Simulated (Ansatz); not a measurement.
An input meant for (NaBr)2 ring (Na2Br2) (charge 0, singlet).

```yaml
crystal:
  periodic: [false, false, false]
  atoms:
    - {symbol: Na, position_ang: [-1.821641, -1.954899, -2.436294]}
    - {symbol: Br, position_ang: [4.053214, -1.271846, -2.010157]}
    - {symbol: Na, position_ang: [1.821401, 1.959025, 2.433186]}
    - {symbol: Br, position_ang: [-4.052974, 1.267720, 2.013243]}
basis:
  gaussian: {orbitals: "6-31G*"}
hamiltonian: {xc: {name: revPBE}}
output: {forces: true}
```

```sh
$ ansatz run in.yaml --threads 4 --pin off --events-out ev --progress --plain --max-ram 3916MiB
```

It prints (some lines left out):

```
Functional definition: revPBE
1108 factors; their error is unknown
mean field evaluation 1: about -148889.7634 eV, gradient 2.7e1 eV
mean field evaluation 2: about -148566.6349 eV, gradient 1.2e2 eV
mean field evaluation 4: about -148853.6602 eV, gradient 5.8e1 eV
mean field evaluation 8: about -148892.8826 eV, gradient 5.1e0 eV
mean field evaluation 16: about -148893.7199 eV, gradient 2.1e-5 eV
mean field evaluation 32: about -148886.2493 eV, gradient 2.3e1 eV
mean field evaluation 64: about -148893.5722 eV, gradient 2.7e0 eV
mean field evaluation 96: about -148893.6605 eV, gradient 8.4e-1 eV
mean field -148893.71993675 eV, -5471.7432838874 hartree, gradient 5.1e-6 eV, S^2 0.000000; 10 other end points of the search recorded, 0 dependent functions left out
reference -148893.72001890 eV, -5471.7432869062 hartree; 46, 46 occupied and 62, 62 virtual orbitals, 1108 factors
Total energy: -148893.72001890 eV, -5471.7432869062 hartree
Atom 0 at    -1.821641    -1.954899    -2.436294 Å, force     0.112582     0.120539     0.150733 eV/Å
Atom 1 at     4.053214    -1.271846    -2.010157 Å, force    -0.304555     0.095785     0.150855 eV/Å
Atom 2 at     1.821401     1.959025     2.433186 Å, force    -0.112532    -0.121302    -0.150151 eV/Å
Atom 3 at    -4.052974     1.267720     2.013243 Å, force     0.304504    -0.095021    -0.151437 eV/Å
Dipole moment:    -0.000314     0.005290    -0.003982 e Å
```

In this input the geometry is stretched to more than twice its size. The calculation finished and met its thresholds. The result belongs to that input, not to the species as meant.

The 6-31G sets use Cartesian d functions.
